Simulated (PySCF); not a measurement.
HO4Re, singlet, at a GFN2-xTB geometry (such geometries of metal compounds can be far from the true shape) (core potentials on Re); DF-TPSS/LANL2DZ run with PySCF.

Here is a job for PySCF.
```python
from pyscf import gto, scf, dft

mol = gto.Mole()
mol.atom = '''
    Re    0.00720066   -0.00566485   -0.00452696
    O     0.99984338    0.87729986   -1.01190406
    O     1.02680502   -0.75889430    1.07844451
    O    -0.61787859   -1.22670310   -0.95221699
    O    -1.23740653    0.97348381    0.77794252
    H    -1.91095539    1.50337347    1.20139455
'''
mol.basis = 'lanl2dz'
mol.ecp = {'Re': 'lanl2dz'}
mol.verbose = 4
mol.build()

mf = dft.RKS(mol)
mf.xc = 'tpss'
mf = mf.density_fit(auxbasis='def2-universal-jkfit')
mf.kernel()
```

The log (banner, timings and long lists left out):

```
PySCF version 2.14.0

[INPUT] verbose = 4
[INPUT] num. atoms = 6
[INPUT] num. electrons = 48
[INPUT] charge = 0
[INPUT] spin (= nelec alpha-beta = 2S) = 0
[INPUT] symmetry False subgroup None
[INPUT] Mole.unit = angstrom
[INPUT] Symbol           X                Y                Z      unit          X                Y                Z       unit  Magmom
[...]
nuclear repulsion = 234.69379015178
number of shells = 29
number of NR pGTOs = 142
number of NR cGTOs = 60
basis = lanl2dz
ecp = {'Re': 'lanl2dz'}

******** <class 'pyscf.df.df_jk.DFRKS'> ********
method = DFRKS
initial guess = minao
damping factor = 0
level_shift factor = 0
DIIS = <class 'pyscf.scf.diis.CDIIS'>
diis_start_cycle = 1
diis_space = 8
diis_damp = 0
SCF conv_tol = 1e-09
SCF conv_tol_grad = None
SCF max_cycles = 50
direct_scf = False
XC library pyscf.dft.libxc version 7.1.2
    S. Lehtola, C. Steigemann, M. J. T. Oliveira, and M. A. L. Marques,  SoftwareX 7, 1–5 (2018)
XC functionals = tpss
    J. Tao, J. P. Perdew, V. N. Staroverov, and G. E. Scuseria,  Phys. Rev. Lett. 91, 146401 (2003)
    J. P. Perdew, J. Tao, V. N. Staroverov, and G. E. Scuseria,  J. Chem. Phys. 120, 6898 (2004)
    J. Tao, J. P. Perdew, V. N. Staroverov, and G. E. Scuseria,  Phys. Rev. Lett. 91, 146401 (2003)
    J. P. Perdew, J. Tao, V. N. Staroverov, and G. E. Scuseria,  J. Chem. Phys. 120, 6898 (2004)
radial grids:
    Treutler-Ahlrichs [JCP 102, 346 (1995); DOI:10.1063/1.469408] (M4) radial grids

becke partition: Becke, JCP 88, 2547 (1988); DOI:10.1063/1.454033
pruning grids: <function nwchem_prune>
grids dens level: 3
symmetrized grids: False
atomic radii adjust function: <function treutler_atomic_radii_adjust>
small_rho_cutoff = 0
Set gradient conv threshold to 3.16228e-05
Initial guess from minao.
tot grids = 90448
init E= -379.48137308428
[...]
cycle= 1 E= -377.216282665709  delta_E= 2.27  |g|= 3.19  |ddm|= 3.92
[...]
cycle= 2 E= -363.583861151193  delta_E= 13.6  |g|= 5.94  |ddm|= 9.13
[...]
cycle= 3 E= -375.532310820216  delta_E= -11.9  |g|= 4.03  |ddm|= 8.26
[...]
cycle= 4 E= -380.538242023079  delta_E= -5.01  |g|= 0.838  |ddm|= 3.49
[...]
cycle= 5 E= -380.680855843033  delta_E= -0.143  |g|= 0.339  |ddm|= 0.613
[...]
cycle= 6 E= -380.695516398796  delta_E= -0.0147  |g|= 0.218  |ddm|= 0.247
[...]
cycle= 7 E= -380.692600931365  delta_E= 0.00292  |g|= 0.236  |ddm|= 0.107
[...]
cycle= 8 E= -380.695526484251  delta_E= -0.00293  |g|= 0.207  |ddm|= 0.0241
[...]
cycle= 9 E= -380.702014906201  delta_E= -0.00649  |g|= 0.119  |ddm|= 0.161
[...]
cycle= 10 E= -380.704967649068  delta_E= -0.00295  |g|= 0.0151  |ddm|= 0.0857
[...]
cycle= 11 E= -380.705019357148  delta_E= -5.17e-05  |g|= 0.00451  |ddm|= 0.0117
[...]
cycle= 12 E= -380.705013029077  delta_E= 6.33e-06  |g|= 0.00706  |ddm|= 0.00745
[...]
cycle= 13 E= -380.705023561383  delta_E= -1.05e-05  |g|= 0.000243  |ddm|= 0.00499
[...]
cycle= 14 E= -380.705023575729  delta_E= -1.43e-08  |g|= 5.34e-05  |ddm|= 0.000202
[...]
cycle= 15 E= -380.705023576383  delta_E= -6.54e-10  |g|= 3.54e-06  |ddm|= 3.98e-05
[...]
Extra cycle  E= -380.705023576339  delta_E= 4.37e-11  |g|= 1.49e-05  |ddm|= 1.2e-05
converged SCF energy = -380.705023576339
```
